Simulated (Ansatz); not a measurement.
System: I, charge -1, multiplicity 1.

Basis-set convergence of Hartree-Fock and MP2 correlation energies (hartree) with Ansatz (a program for electronic structure). Valence correlation only, unless marked. Spin-orbit coupling is left out. Frozen are the shells of the preceding noble gas and the d and f shells that filled before the atom's block. In def2 rows, elements after Kr have scalar-relativistic effective core potentials. This anion needs diffuse functions, which these sets lack.

```csv
basis,functions,E(HF),"E(corr, MP2)"
def2-SVP,26,-296.72470,-0.09693
def2-TZVPP,50,-296.74067,-0.14345
def2-QZVPP,82,___,___
```

Task: Some entries are withheld; supply them.

Result: 
- def2-QZVPP, E(HF): -296.74299
- def2-QZVPP, E(corr, MP2): -0.16546
